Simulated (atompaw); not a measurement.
## u(r) = r·R(r): atom against pseudo-atom (nickel (Ni))

Columns: radius, all-electron u(r) and pseudo u(r) of the 3d shell (level -9.14 eV) of nickel in the configuration [Ar] 3d8 4s2 4p0; LDA (PW92), scalar-relativistic, PAW (atompaw) scheme, atompaw 4.2.0.5.

```json
{"r (bohr)": "0.115", "all-electron": "0.1276", "pseudo": "0.0026"}
{"r (bohr)": "0.231", "all-electron": "0.4517", "pseudo": "0.0202"}
{"r (bohr)": "0.346", "all-electron": "0.7365", "pseudo": "0.0632"}
{"r (bohr)": "0.462", "all-electron": "0.9079", "pseudo": "0.1362"}
{"r (bohr)": "0.577", "all-electron": "0.9745", "pseudo": "0.2336"}
{"r (bohr)": "0.692", "all-electron": "0.9721", "pseudo": "0.3443"}
{"r (bohr)": "0.808", "all-electron": "0.9299", "pseudo": "0.4539"}
{"r (bohr)": "0.923", "all-electron": "0.8687", "pseudo": "0.5446"}
{"r (bohr)": "1.038", "all-electron": "0.8001", "pseudo": "0.6055"}
{"r (bohr)": "1.154", "all-electron": "0.7300", "pseudo": "0.6310"}
{"r (bohr)": "1.269", "all-electron": "0.6631", "pseudo": "0.6227"}
{"r (bohr)": "1.385", "all-electron": "0.5999", "pseudo": "0.5886"}
{"r (bohr)": "1.500", "all-electron": "0.5422", "pseudo": "0.5407"}
{"r (bohr)": "1.615", "all-electron": "0.4896", "pseudo": "0.4896"}
{"r (bohr)": "1.731", "all-electron": "0.4415", "pseudo": "0.4415"}
{"r (bohr)": "1.846", "all-electron": "0.3985", "pseudo": "0.3985"}
{"r (bohr)": "1.962", "all-electron": "0.3594", "pseudo": "0.3594"}
{"r (bohr)": "2.077", "all-electron": "0.3245", "pseudo": "0.3245"}
{"r (bohr)": "2.192", "all-electron": "0.2931", "pseudo": "0.2931"}
{"r (bohr)": "2.308", "all-electron": "0.2646", "pseudo": "0.2646"}
{"r (bohr)": "2.423", "all-electron": "0.2392", "pseudo": "0.2392"}
{"r (bohr)": "2.538", "all-electron": "0.2162", "pseudo": "0.2162"}
{"r (bohr)": "2.654", "all-electron": "0.1954", "pseudo": "0.1954"}
{"r (bohr)": "2.769", "all-electron": "0.1768", "pseudo": "0.1768"}
{"r (bohr)": "2.885", "all-electron": "0.1599", "pseudo": "0.1599"}
{"r (bohr)": "3.000", "all-electron": "0.1448", "pseudo": "0.1448"}
```

Q: How many radial nodes do the two functions have?

A: The all-electron 3d function has n − l − 1 = 0; the pseudo-wave has 0.

Q: At about which radius was the pseudo-wave matched?

A: 1.70 bohr, where the columns begin to agree (steps of 0.12 bohr).

Q: Where does each function peak?

A: Outermost all-electron maximum near 0.58 bohr, pseudo maximum near 1.15 bohr (to the table’s step).

Q: Is the pseudo-wave norm-conserving?

A: No, it belongs to a PAW set: the norm inside the radius is not constrained, and the difference is carried by the augmentation charge.
